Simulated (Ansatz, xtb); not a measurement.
Ranking isomers of C5H4N2

4 gas-phase structures of C5H4N2, from a drawn sample of its isomers (lower ones may exist). Each was relaxed with GFN2-xTB:

A. `C#Cn1cccn1`, a singlet
B. `C#Cc1cc[nH]n1`, a singlet
C. `C#Cc1ccn[nH]1`, a singlet
D. `C#Cc1cn[nH]c1`, a singlet

Task: Which do you expect lowest at r2SCAN-D4/def2-SVP, and how would the others follow?

Result: Calculated order at r2SCAN-D4/def2-SVP: C (0.0), D (0.4), B (1.6), A (16.0) kcal/mol. Less than 1 kcal/mol parts C and D, so the order within that pair means little.

Energies above the lowest of each column, in kcal/mol; the last columns are at PBE-D3(BJ)/def2-SVP geometries:

```tsv
structure	GFN2-xTB	HF/STO-3G	r2SCAN-D4/def2-SVP	PBE-D3(BJ)/def2-SVP	CCSD(T)/def2-SVP + ΔMP2/def2-TZVPP
C	0.2	0.3	0.0	0.0	0.2
D	1.2	0.0	0.4	0.4	0.0
B	2.0	1.0	1.6	1.7	0.9
A	0.0	10.7	16.0	15.1	14.8
```

CCSD(T)/def2-SVP + ΔMP2/def2-TZVPP puts D lowest, with B and C within 1 kcal/mol; GFN2-xTB picks A. CCSD(T)/def2-SVP + ΔMP2/def2-TZVPP orders those it was run on as D (0.0), C (0.2), B (0.9), A (14.8) kcal/mol. Less than 1 kcal/mol parts D and C; C and B, so the order within those pairs means little. ΔMP2 is the change of the MP2 energy from the smaller to the larger basis.

Over these structures GFN2-xTB departs from r2SCAN-D4/def2-SVP by 6.2 kcal/mol on average once a common shift is removed. A GFN2-xTB relaxation took about 0.21 s and the r2SCAN-D4/def2-SVP energy about 3.9 s on a shared host (Ansatz 0.2.0, xtb 6.7.1).
